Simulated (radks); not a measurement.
Ni XVII, 12 electrons, occupied as [Ne] 3s2. Calculated with a radial shooting solver on a logarithmic mesh with Libxc functionals: scalar-relativistic Kohn-Sham, PBE, spin-polarised, spherical densities, finite nucleus; Fermi nuclear charge, rms radius 3.7757 fm.

Normalised radial functions P(r) = r R(r), r in bohr:

r	1s	2s	3s
0.004858	1.2940	0.4033	0.1892
0.006078	1.5572	0.4845	0.2272
0.007604	1.8579	0.5765	0.2703
0.009513	2.1932	0.6778	0.3176
0.0119	2.5547	0.7846	0.3673
0.01477	2.9134	0.8862	0.4144
0.01848	3.2716	0.9792	0.4569
0.02312	3.5806	1.0435	0.4850
0.02892	3.7950	1.0564	0.4878
0.03618	3.8649	0.9904	0.4517
0.04527	3.7450	0.8157	0.3622
0.05664	3.4112	0.5078	0.2076
0.07029	2.8990	0.0768	-0.0053
0.08794	2.2307	-0.4877	-0.2773
0.11	1.5261	-1.1081	-0.5598
0.1376	0.9023	-1.6749	-0.7799
0.1722	0.4450	-2.0542	-0.8428
0.2154	0.1752	-2.1347	-0.6621
0.2674	0.0548	-1.9016	-0.2305
0.3345	0.0117	-1.4208	0.4068
0.4185	0.0016	-0.8690	1.0416
0.5236	0.0001	-0.4191	1.4255
0.655	0.0000	-0.1514	1.3991
0.8195	0.0000	-0.0382	1.0214
1.017	0.0000	-0.0067	0.5613
1.272	0.0000	-0.0006	0.2115
1.592	0.0000	0.0000	0.0515
1.991	0.0000	0.0000	0.0074

1s: eigenvalue -8783.8 eV, 0 radial nodes, <r> = 0.0541 bohr, 90 % of the charge inside 0.0966 bohr. 2s: eigenvalue -1527.3 eV, 1 radial node at r = 0.0727 bohr, <r> = 0.242 bohr, 90 % of the charge inside 0.373 bohr. 3s: eigenvalue -554.25 eV, 2 radial nodes at r = 0.0700, 0.291 bohr, <r> = 0.617 bohr, 90 % of the charge inside 0.896 bohr.
